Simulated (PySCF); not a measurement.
Compound: C6H6ClS2 (charge +1).
Z-matrix (Å and degrees, PBE0-D3(BJ)/def2-SVP geometry), rows numbered from 1:
```
Cl
C   1  1.6753
S   2  1.6866  1  122.10
C   3  1.7108  2   95.78  1  -179.73
C   4  1.3666  3  117.79  2     0.05
C   5  1.4638  4  126.08  3  -179.44
C   6  1.5190  5  120.59  4   136.96
C   7  1.4826  6   60.54  5   110.35
S   2  1.6949  1  121.70  3  -179.34
H   4  1.0923  3  117.76  2  -179.89
H   6  1.0932  5  112.32  4    -7.29
H   7  1.0926  6  116.25  8   110.12
H   7  1.0945  6  117.51  8  -109.52
H   8  1.0925  6  116.44  7  -110.24
H   8  1.0952  6  117.75  7   109.42
```

Linear response at wB97X-D/def2-SVPD (PySCF, frozen core in the response, non-relativistic).

Static isotropic polarisability: 113.68 au (16.85 Å³), principal values 73.2, 111.2, 156.7 au.

Q: What is the polarisability at 1064 nm and at the sodium D line?

A: 115.37 au at 1064 nm (+1.5 %), 119.98 au at 589.3 nm (+5.5 %). The rise at 589.3 nm is 3.73 times that at 1064 nm; a pure ω² law gives 3.26. The lowest singlet lies at 323 nm, shorter than both wavelengths.

Q: What is the isotropic C6 coefficient between two such ions, C6 = (3/π)∫α(iω)² dω?

A: 4822 au (Eh·bohr⁶) by a ten-point quadrature over imaginary frequencies, which is 2880 eV·Å⁶ or 278 J·nm⁶/mol.

Q: Which effective excitation energy ω̄ makes London's formula C6 = (3/4)α²ω̄ exact here?

A: ω̄ = 4·C6/(3α²) = 0.498 Eh = 13.5 eV. A one-pole form α(ω) = α/(1 − ω²/ω̄²) fitted to the 1064 nm value gives 9.6 eV.

Q: How anisotropic is the static polarisability, by Δα² = ½[(α1 − α2)² + (α2 − α3)² + (α3 − α1)²]?

A: Δα = 72.4 au, or 0.64 of the isotropic value.

Q: What molar refraction at the D line follows from R = (4π/3)·N_A·α′, with α′ the polarisability volume?

A: α′ = 17.78 Å³ gives R = 44.85 cm³/mol, for isolated, non-vibrating species.

Q: The lowest 6 singlets have (eV, f): 3.84, 0.124; 5.33, 0.012; 5.35, 0.000; 5.48, 0.000; 5.71, 0.003; 5.94, 0.084. What share of the static polarisability do they carry in the sum over states α = Σ f/ω²?

A: 8.39 au, 7.4 % of α; the largest term, 6.24 au, is that of the state at 3.84 eV. Their oscillator strengths add up to 0.22. Higher states carry the rest.

Q: What three-body coefficient follows from the one-pole estimate C9 = (3/4)·α·C6?

A: 411000 au. This is an estimate from the two numbers above, not a computed integral.

Q: How many electrons N does the Slater–Kirkwood formula C6 = (3/4)·√N·α^(3/2) need to give this C6?

A: N = (4·C6/3)²/α³ = 28.1; the species has 90 electrons in all.

One conformer stands for the species.

wB97X-D is run here without its empirical dispersion term; that term would change no orbital, density or response property at a fixed geometry.
